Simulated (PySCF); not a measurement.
# Fe³⁺ (iron, charge +3) across methods

[Ar] 3d5, high-spin 6S determinant. Calculation: PySCF 2.14, in def2-TZVPPD; no relativity, point nucleus.

```csv
method,E (hartree),mean ε 3p α (eV),mean ε 3p β (eV),mean ε 3d α (eV),Σ⟨r²⟩ (bohr²),⟨S²⟩
MN15,-1261.745,-102.04,-97.351,-48.914,13.10,8.750
wB97X-V,-1261.486,-105.56,-98.349,-50.591,13.08,8.751
PBE0,-1261.415,-103.86,-95.736,-48.375,13.07,8.751
BLYP,-1261.649,-98.276,-92.521,-45.213,13.18,8.751
r2SCAN,-1261.608,-101.05,-93.294,-45.963,13.05,8.751
r2SCAN0,-1261.610,-105.62,-96.196,-48.796,13.00,8.751
PBE,-1261.348,-98.549,-92.594,-45.415,13.16,8.750
UHF,-1260.59125,-118.83,-103.44,-56.411,12.92,8.751
LDA,-1259.094,-98.380,-92.693,-45.602,13.16,8.750
```
